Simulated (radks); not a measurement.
Task: Species: Tm XIV. Configuration: [Kr] 4d10 4f9 5s1. Method: non-relativistic Kohn-Sham, LDA (Slater exchange, Perdew-Wang correlation), spin-unpolarised, spherical densities, point nucleus; relativity is left out, which matters for an element this heavy; computed with a radial shooting solver on a logarithmic mesh with Libxc functionals. Some entries of the table are withheld. Estimate them.

orbital,occ.,eigenvalue (eV),<r^2> (bohr^2)
1s,2,(1),(2)
2s,2,-9169.322,0.01018
2p,6,-8773.583,(3)
3s,2,-2252.492,0.06478
3p,6,-2072.032,(4)
3d,10,-1734.545,0.04736
4s,2,-638.4942,(5)
4p,6,-565.0496,0.3289
4d,10,-432.0139,0.3571
4f,9,-261.0938,0.4350
5s,1,-259.2780,(6)

Result: 
(1) 1s eigenvalue (eV): -55305.22
(2) 1s <r^2> (bohr^2): 0.0006458
(3) 2p <r^2> (bohr^2): 0.007544
(4) 3p <r^2> (bohr^2): 0.06020
(5) 4s <r^2> (bohr^2): 0.3166
(6) 5s <r^2> (bohr^2): 1.354
